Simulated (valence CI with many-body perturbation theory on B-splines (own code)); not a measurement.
**Ladder of approximations for Tb XXVII**

Calculated by valence CI with perturbative core correlation (CI+MBPT): three valence electrons over a frozen Dirac-Fock core [Kr], radial functions for each j: 9 s, 9 p, 10 d, 8 f, 5 g, 3 h, 1 i, with the one-electron correlation potential Σ1 (screened to all orders), the two-electron term Σ2, the three-electron term Σ3, Breit, model QED; selected single and double excitations, second order for the rest (own B-spline code, finite nucleus).

No measured spectrum was set against this ion. As an estimate, large intervals hold to a few tenths of a per cent, small ones and those within an open d or f shell to about a per cent. Only levels of the ground parity were solved; by the run's estimate the other parity begins above the list, which can be wrong where configurations are misplaced.

Each rung adds one term. CI alone is the Dirac-Coulomb CI over the frozen core; QED comes last and gives the full result, which names the levels. Energies are above (4d3/2^3) J=3/2 on the same rung, in cm⁻¹.

Levels are named by their leading jj configuration (3d3/2^4 stands for four electrons in 3d with j = 3/2), which in mixed levels can hold well under half, so a name can repeat and another be missing. Letters in brackets count levels of one name in rising energy.

```tsv
Level	CI alone
(4d3/2^2 4d5/2) J=5/2 [a]	51085
(4d3/2^2 4d5/2) J=3/2	69978
(4d3/2^2 4d5/2) J=7/2	74476
(4d3/2^2 4d5/2) J=9/2	81120
(4d3/2^2 4d5/2) J=1/2	81478
(4d3/2^2 4d5/2) J=5/2 [b]	123402
(4d3/2 4d5/2^2) J=7/2 [a]	129208
(4d3/2 4d5/2^2) J=9/2	137677
(4d3/2 4d5/2^2) J=3/2 [a]	148407
(4d3/2 4d5/2^2) J=1/2	154784
(4d3/2 4d5/2^2) J=11/2	165098
(4d3/2 4d5/2^2) J=5/2 [a]	170600
(4d3/2 4d5/2^2) J=5/2 [b]	178555
(4d3/2 4d5/2^2) J=7/2 [b]	187863
(4d5/2^3) J=9/2	211169
(4d3/2 4d5/2^2) J=3/2 [b]	212961
```

**Question.** What do these energies become with core correlation, Breit and QED?

**Answer.** (4d3/2^2 4d5/2) J=5/2 [a] 50521 (-564); (4d3/2^2 4d5/2) J=3/2 68847 (-1131); (4d3/2^2 4d5/2) J=7/2 72220 (-2256); (4d3/2^2 4d5/2) J=9/2 77501 (-3619); (4d3/2^2 4d5/2) J=1/2 79804 (-1674); (4d3/2^2 4d5/2) J=5/2 [b] 120907 (-2495); (4d3/2 4d5/2^2) J=7/2 [a] 126544 (-2664); (4d3/2 4d5/2^2) J=9/2 134297 (-3380); (4d3/2 4d5/2^2) J=3/2 [a] 146625 (-1781); (4d3/2 4d5/2^2) J=1/2 153105 (-1679); (4d3/2 4d5/2^2) J=11/2 159059 (-6039); (4d3/2 4d5/2^2) J=5/2 [a] 165165 (-5435); (4d3/2 4d5/2^2) J=5/2 [b] 174344 (-4211); (4d3/2 4d5/2^2) J=7/2 [b] 181610 (-6254); (4d5/2^3) J=9/2 207086 (-4084); (4d3/2 4d5/2^2) J=3/2 [b] 212013 (-948).

**Question.** How does the ionisation energy move along the ladder, and which term matters most?

**Answer.** CI alone 906.47, + Σ1 909.06, + Σ2 910.59, + Σ3 910.60, + Breit 910.16, + QED 910.21 eV. The largest step is Σ1, 2.59 eV. NIST lists 909 ± 4 eV (theoretical).
